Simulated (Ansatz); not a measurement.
A CCSD(T) single point on Ge3H12Si2, SMILES `[SiH3][GeH2][GeH2][SiH2][GeH3]`.

```yaml
crystal:
  periodic: [false, false, false]
  atoms:
    - {symbol: Si, position_ang: [0.082361, 2.669947, 0.319953]}
    - {symbol: Ge, position_ang: [-1.134052, 1.234880, -1.134667]}
    - {symbol: Ge, position_ang: [0.270973, -0.626840, -1.810768]}
    - {symbol: Si, position_ang: [1.294918, -1.544653, 0.131039]}
    - {symbol: Ge, position_ang: [-0.369225, -1.967688, 1.777320]}
    - {symbol: H, position_ang: [1.285451, 3.189586, -0.383197]}
    - {symbol: H, position_ang: [-0.747631, 3.818663, 0.770095]}
    - {symbol: H, position_ang: [0.525738, 1.899701, 1.512446]}
    - {symbol: H, position_ang: [-1.629116, 2.008892, -2.371023]}
    - {symbol: H, position_ang: [-2.368647, 0.677403, -0.400404]}
    - {symbol: H, position_ang: [-0.581415, -1.698225, -2.516612]}
    - {symbol: H, position_ang: [1.337345, -0.131837, -2.806387]}
    - {symbol: H, position_ang: [2.026882, -2.801232, -0.188693]}
    - {symbol: H, position_ang: [2.271937, -0.557405, 0.668170]}
    - {symbol: H, position_ang: [0.239302, -2.564192, 3.057654]}
    - {symbol: H, position_ang: [-1.419074, -2.950504, 1.231192]}
    - {symbol: H, position_ang: [-1.085767, -0.656495, 2.143864]}
basis:
  gaussian: {orbitals: def2-TZVPP}
correlation: {method: ccsd_t}
output: {orbitals: {seedname: orbitals}}
```

```sh
$ ansatz run in.yaml --threads 3 --pin off --events-out ev --progress --plain --backend cuda
```

Output of Ansatz, abridged:

```
Functional definition: HF
2349 factors; integrals over basis functions are off by at most 8.7e-4 eV
mean field evaluation 1: about -185333.3603 eV, gradient 2.1e1 eV
mean field evaluation 2: about -185333.5894 eV, gradient 2.1e1 eV
mean field evaluation 4: about -185336.2002 eV, gradient 4.8e0 eV
mean field evaluation 8: about -185336.2393 eV, gradient 1.8e-1 eV
mean field -185336.23947417 eV, -6810.9811752605 hartree, gradient 7.1e-6 eV, S^2 0.000000; 0 other end points of the search recorded, 0 dependent functions left out
37 core orbitals not correlated: weight in the atoms' cores, before any rotation towards them, 1.000 or more for the frozen orbitals, at most 0.000 for the correlated occupied ones
reference -185336.23947417 eV, -6810.9811752605 hartree; 31, 31 occupied and 328, 328 virtual orbitals, 2349 factors
second order -28.58633303 eV of doubles, -0.00000000 eV of singles
cycle   1  -29.35322936 eV  change   -7.7e-1 eV  update   1.4e-1
cycle   2  -30.49938586 eV  change    -1.1e0 eV  update   4.2e-2
cycle   3  -30.60076343 eV  change   -1.0e-1 eV  update   1.9e-2
cycle   4  -30.58847741 eV  change    1.2e-2 eV  update   4.6e-3
cycle   5  -30.58701548 eV  change    1.5e-3 eV  update   1.3e-3
cycle   6  -30.58599894 eV  change    1.0e-3 eV  update   3.8e-4
cycle   7  -30.58589086 eV  change    1.1e-4 eV  update   1.0e-4
cycle   8  -30.58593395 eV  change   -4.3e-5 eV  update   3.3e-5
perturbative correction -1.11665182 eV, -0.0410361976 hartree
Total energy: -185367.94205994 eV, -6812.1462237989 hartree
```

Hardware: 3 threads of an AMD EPYC 7R13 on a shared host and a share of an NVIDIA H100 80 GB. Wall time 15 s, peak host memory 0.91 GiB.

MP2 recovers 90.2 % of the CCSD(T) correlation energy and the triples give 3.5 %; T1 = 0.0122.
